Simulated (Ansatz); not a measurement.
Species: SnH2Br, charge 0, doublet. SnH2Br (SMILES [Br][SnH2], doublet).
B3LYP-D3(BJ)/def2-TZVP minimum from Ansatz (a first-principles code):
```
Sn
H 1 1.7337
H 1 1.7337 2 110.54
Br 1 2.5230 2 105.11 3 112.93
```
Charge 0, spin multiplicity 2.

Quantity: atomisation energy (electronic, to ground-state atoms), in kcal/mol. Radicals and triplets start from unrestricted determinants; spin-orbit coupling is neglected. Cores are frozen in correlated methods (noble-gas shells, and filled d and f shells in the p block). Past Kr the def2 sets carry scalar-relativistic core potentials. CBS(X,Y): correlation extrapolated as X^-3, Hartree-Fock from the larger set. A bracket is a step between two methods taken in the basis named. Where a partner has so few electrons that a lower coupled-cluster level is exact, that level stands in. Spin-orbit terms, left out, reach several kcal/mol for Br and I, and more for heavier atoms.

CCSD(T)/CBS(def2-TZVPP,def2-QZVPP) + [CCSDT(Q) - CCSD(T)]/def2-TZVPP (Ansatz) gives 189.4 kcal/mol.

**Question.** What does PBE/def2-TZVPD (Ansatz) give here, and how do the other levels compare?

**Answer.** PBE gives 186.4 kcal/mol, 3.0 kcal/mol below it. Differences of the others: wB97M-V/def2-TZVPD (Ansatz) -3.0; B2PLYP/def2-TZVPD (Ansatz) -7.2; CCSD(T)/CBS(def2-TZVPP,def2-QZVPP) (Ansatz) -0.3 kcal/mol.
